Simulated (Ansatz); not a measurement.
Ansatz (a program for electronic structure) input (CCSD(T)/def2-SVPD):

Ansatz 0.2 input:
```yaml
crystal:
  periodic: [false, false, false]
  atoms:
    - {symbol: Ge, position_ang: [-0.00263055, -0.00149746, 0.06746787]}
    - {symbol: H, position_ang: [0.01752085, -1.13988723, -1.10627570]}
    - {symbol: H, position_ang: [0.06665674, 1.18780607, -1.05269626]}
basis:
  gaussian:
    orbitals: def2-SVPD
total_charge: -1
magnetization: {spin_polarized: true, initial_magnetization: 1}
correlation: {method: ccsd_t, electrons: outside_noble_gas}
```

Output:

```
Functional definition: HF
integrals: 0.03 GiB planned
527 factors; integrals over basis functions are off by at most 1.1e-3 eV
mean field: 0.15 GiB planned
mean field evaluation 1: about -56496.4215 eV, gradient 8.4e0 eV
mean field evaluation 2: about -56496.4227 eV, gradient 8.4e0 eV
mean field evaluation 4: about -56496.9893 eV, gradient 1.3e0 eV
mean field evaluation 8: about -56497.0168 eV, gradient 7.0e-4 eV
mean field evaluation 16: about -56497.0128 eV, gradient 3.9e-1 eV
mean field evaluation 32: about -56494.4514 eV, gradient 2.7e-3 eV
mean field evaluation 64: about -56493.3534 eV, gradient 4.8e-3 eV
mean field -56497.01679496 eV, -2076.2270721615 hartree, gradient 6.0e-6 eV, S^2 0.769988; 2 other end points of the search recorded, 0 dependent functions left out
determinant -56497.01679496 eV, -2076.2270721615 hartree, with singles and doubles -56500.43015823 eV, -2076.3525109478 hartree
determinant -56494.45144806 eV, -2076.1327974018 hartree, with singles and doubles -56497.91188492 eV, -2076.2599661106 hartree
determinant -56494.30055135 eV, -2076.1272520500 hartree, with singles and doubles -56497.82649464 eV, -2076.2568280757 hartree
14 core orbitals not correlated
reference -56497.01679496 eV, -2076.2270721615 hartree; 4, 3 occupied and 36, 37 virtual orbitals, 527 factors
second order -2.69647522 eV of doubles, -0.00000000 eV of singles
coupled cluster: 0.11 GiB planned
cycle   1  -3.38678704 eV  change   -1.2e-1 eV  update   1.7e-2
cycle   2  -3.39075650 eV  change   -4.0e-3 eV  update   5.8e-3
cycle   3  -3.39300374 eV  change   -2.2e-3 eV  update   2.0e-3
cycle   4  -3.39371560 eV  change   -7.1e-4 eV  update   6.4e-4
cycle   5  -3.39385657 eV  change   -1.4e-4 eV  update   2.4e-4
cycle   6  -3.39393656 eV  change   -8.0e-5 eV  update   8.2e-5
cycle   7  -3.39395155 eV  change   -1.5e-5 eV  update   3.2e-5
cycle   8  -3.39394405 eV  change    7.5e-6 eV  update   1.2e-5
cycle   9  -3.39394086 eV  change    3.2e-6 eV  update   4.4e-6
perturbative correction -0.09672409 eV, -0.0035545449 hartree
Total energy: -56500.50745992 eV, -2076.3553517326 hartree
```
